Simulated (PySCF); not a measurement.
# Reading the logs of faulty runs: BCFH6Si

Calculated results; nothing here was measured. They come from PySCF 2.14.0, an open-source quantum chemistry program, on an isolated molecule that a program drew, which may never have been made. The molecule is BCFH6Si (charge 0, singlet), drawn as the SMILES string `BC[SiH2]F`.

Each row is a Hartree-Fock (HF) and frozen-core CCSD(T) single point in the cc-pV(D+d)Z basis, meant for a local HF minimum. Run 1 is clean. Each other run has one planted mistake out of seven kinds, and not every kind appears here: one electron removed, one electron added, multiplicity raised by two, geometry at a saddle point, minimal basis STO-3G, one bond length entered in bohr, all coordinates scaled. The reference is restricted for singlets and unrestricted otherwise, and also for a bond in bohr. Adding or removing an electron swaps singlet and doublet. Electrons count all cores. HOMO and LUMO are orbital energies over both spins, the gradient is its largest component, and the lowest frequency (negative if imaginary) is given only where the gradient is small. Bond lengths are over the 9 bonds as drawn. T1 is the CCSD diagnostic: over 0.02 (restricted) or 0.045 (unrestricted) a single reference is doubtful.

Geometry of the clean run:
```xyz
10
BCFH6Si, angstrom
B    -0.9303    0.7474    0.7077
C     0.2593    0.6296   -0.3032
Si    1.8641    0.1420    0.5255
F     2.1786    1.1710    1.7359
H    -1.5000   -0.2405    1.0873
H    -1.2743    1.8124    1.1390
H     0.4525    1.5585   -0.8480
H     0.0900   -0.1792   -1.0269
H     2.9904    0.2244   -0.4208
H     1.7849   -1.2064    1.1152
```

```
run  electrons  basis functions  <S^2>  HOMO (eV)  LUMO (eV)  gradient (hartree/bohr)  lowest frequency (cm^-1)  mean bond (Å)  longest bond (Å)      T1  HF (hartree)  CCSD(T) (hartree)                          mistake
  1         40               95  0.000     -12.33       2.24                  1.6e-05                        71         1.3996             1.871  0.0113    -454.47993         -455.05404                         no fault
  2         40               95  2.018      -6.42      -2.57                  9.2e-02                         -         1.3996             1.871  0.0628    -454.26857         -454.83980       multiplicity raised by two
  3         40               95  0.831      -9.77       1.41                  3.8e-02                         -         1.5544             2.958  0.0395    -454.33779         -454.89206  one bond length entered in bohr
  4         41               95  0.762       0.43       8.57                  3.7e-02                         -         1.3996             1.871  0.0130    -454.42883         -455.02379                                ?
```

**Which mistake was planted in run 4, and what did it cost?**

It counts 41 electrons, one more than the clean run, at the same geometry and basis. So the mistake is: one electron added. Subtracting run 1 and multiplying by 627.51 kcal/mol a hartree, the energy moved by 32.1 kcal/mol in HF and 19.0 kcal/mol in CCSD(T).

Cautions from the logs. Run 2: T1 is over the limit, so its CCSD(T) energy is less reliable; run 4: the HOMO is above zero, so the electron isn't bound and the energy depends on the basis.
